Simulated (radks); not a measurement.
Values are calculated unless marked as measured or tabulated.
Question: The mean radii <r> (bohr) of the occupied orbitals of an atom or ion are listed with their occupations. Code: a radial shooting solver on a logarithmic mesh with Libxc functionals. Model: scalar-relativistic Kohn-Sham, r2SCAN, spin-polarised, spherical densities, finite nucleus; meta-GGA in the generalised Kohn-Sham scheme; Fermi nuclear charge, rms radius of each element as measured or else 0.836 A^(1/3) + 0.57 fm.

| orbital | occ. | <r> |
|---|---|---|
| 1s up | 1 | 0.02409 |
| 1s down | 1 | 0.02409 |
| 2s up | 1 | 0.1028 |
| 2s down | 1 | 0.1028 |
| 2p up | 3 | 0.09032 |
| 2p down | 3 | 0.09033 |
| 3s up | 1 | 0.2675 |
| 3s down | 1 | 0.2674 |
| 3p up | 3 | 0.2645 |
| 3p down | 3 | 0.2644 |
| 3d up | 5 | 0.2403 |
| 3d down | 5 | 0.2401 |
| 4s up | 1 | 0.5463 |

Name the element and its charge. Open shells, if any, are filled with parallel spins first.

Answer: Z = 59, praseodymium, charge +30: Pr30+ in [Ar] 3d10 4s1. The 1s radius gives Z: for a bare nucleus <r> = (2 gamma + 1)/(2Z) with gamma = sqrt(1 - (Z/c)^2), 0.02377 bohr for Z = 59, and screening makes it slightly larger (0.02409 here). The occupations add up to 29, and the charge is Z minus that.
